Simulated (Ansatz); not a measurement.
An input meant for SnH2Me(NHMe) (C2H9NSn) (charge 0, singlet; atoms displaced at random, 0.03 Å in each coordinate; with a point charge).

```yaml
crystal:
  periodic: [false, false, false]
  atoms:
    - {symbol: C, position_ang: [-0.428222, 2.385130, -0.275499]}
    - {symbol: C, position_ang: [-0.073499, -2.334634, 0.188092]}
    - {symbol: N, position_ang: [-0.445813, -1.004330, -0.196802]}
    - {symbol: Sn, position_ang: [0.648229, 0.599388, 0.353976]}
    - {symbol: H, position_ang: [0.749376, 0.547425, 2.080863]}
    - {symbol: H, position_ang: [2.238209, 0.616953, -0.316496]}
    - {symbol: H, position_ang: [0.072760, 3.277988, 0.021355]}
    - {symbol: H, position_ang: [-1.466577, 2.322257, 0.124809]}
    - {symbol: H, position_ang: [-0.530317, 2.443411, -1.441471]}
    - {symbol: H, position_ang: [-0.839875, -0.901426, -1.160373]}
    - {symbol: H, position_ang: [0.820701, -2.685235, -0.477231]}
    - {symbol: H, position_ang: [0.176325, -2.425854, 1.170669]}
    - {symbol: H, position_ang: [-0.878686, -3.027146, -0.012638]}
basis:
  gaussian: {orbitals: STO-3G, point_charges: [{charge: 2.00, position_ang: [4.970, 0.095, 0.035]}]}
hamiltonian: {xc: {name: B3LYP-D3}}
scf: {omitted_lower_state_checks: [starts]}
```

```sh
$ ansatz run in.yaml --threads 2 --pin off --events-out ev --progress --plain --max-ram 4352MiB
```

Output, abridged:

```
Error: YAML parse error: error: line 19 column 19: hamiltonian.xc: no functional is named "B3LYP-D3"; the names, which are not case-sensitive, are SVWN5, SPW92, PBE, PBE0, PBEsol, revPBE, revPBE0, RPBE, rPW86-PBE, HSE06, wPBEh, LC-wPBE, HISS, HF, BLYP, B3LYP, B3LYP5, BHLYP, CAM-B3LYP, r2SCAN, r2SCANh, r2SCAN0, r2SCAN50, m-r2SCAN, B97, wB97, wB97X, wB97X-V, B97M-V, wB97M-V, B2PLYP, B2GP-PLYP, PBE0-DH, PBE-QIDH
17 | basis:
18 |   gaussian: {orbitals: STO-3G, point_charges: [{charge: 2.00, position_ang: [4.970,…
19 | hamiltonian: {xc: {name: B3LYP-D3}}
20 | scf: {omitted_lower_state_checks: [starts]}
```

Question: What is wrong with this run?

Answer: The method's name isn't one that the program takes here. The input was rejected before any iteration.
